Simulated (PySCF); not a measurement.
Species: sum formula H₅BPO₂, charge 1, multiplicity 1. It need not be the lowest isomer of its formula. 
Coordinates optimised at B3LYP-D3(BJ)/def2-TZVP (Ansatz):
```xyz
9

O     -0.9775     1.3809    -0.0901
B     -0.6433     0.0930    -0.0442
O     -1.2888    -1.0719    -0.0698
P      1.3279    -0.1785     0.0942
H     -1.9044     1.6473    -0.1614
H     -2.2527    -1.1047    -0.1387
H      2.0524     1.0132     0.1982
H      1.8486    -0.8585    -1.0136
H      1.6839    -0.9564     1.2024
```
Charge +1, spin multiplicity 1.

Dispersion corrections to the total energy (kcal/mol) from the dftd3 and dftd4 libraries through PySCF: D3(BJ) without and D4 with the three-body term, each with the damping fitted for the functional named.

```json
[
 {"functional": "CAM-B3LYP", "D3(BJ)": "-2.84", "D4": "-2.54"},
 {"functional": "TPSS", "D3(BJ)": "___", "D4": "-4.09"},
 {"functional": "BLYP", "D3(BJ)": "-7.74", "D4": "-6.76"},
 {"functional": "B2PLYP", "D3(BJ)": "-2.96", "D4": "___"},
 {"functional": "r2SCAN", "D3(BJ)": "-1.00", "D4": "-0.72"},
 {"functional": "PBE", "D3(BJ)": "-3.60", "D4": "___"},
 {"functional": "PW6B95", "D3(BJ)": "-1.84", "D4": "-2.66"}
]
```

### Question
Complete the blanks.

### Answer

- TPSS, D3(BJ): -4.55
- B2PLYP, D4: -2.10
- PBE, D4: -3.02
